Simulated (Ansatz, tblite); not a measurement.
Forces on CdH₂ at its PBE-D4/def2-TZVP geometry. The state is a singlet with charge 0.

In the def2 sets Cd takes a core potential; there is no spin–orbit coupling. The xTB rows come from tblite.

GFN1-xTB (tblite), largest force 0.38 eV/Å:

```xyz
3
positions Å, forces eV/Å
Cd    0.000    0.000    0.000    0.000    0.000    0.000
H    -0.124    0.471    1.610    0.028   -0.106   -0.360
H     0.124   -0.471   -1.610   -0.028    0.105    0.360
```

GFN2-xTB (tblite), largest force 0.19 eV/Å:

```
Cd 0.000 0.000 0.000
H 0.014 -0.052 -0.177
H -0.014 0.052 0.177
```

ωB97X-V/def2-TZVP (Ansatz), largest force 0.09 eV/Å:

```
Cd 0.000 0.000 0.000
H 0.006 -0.025 -0.085
H -0.007 0.025 0.085
```
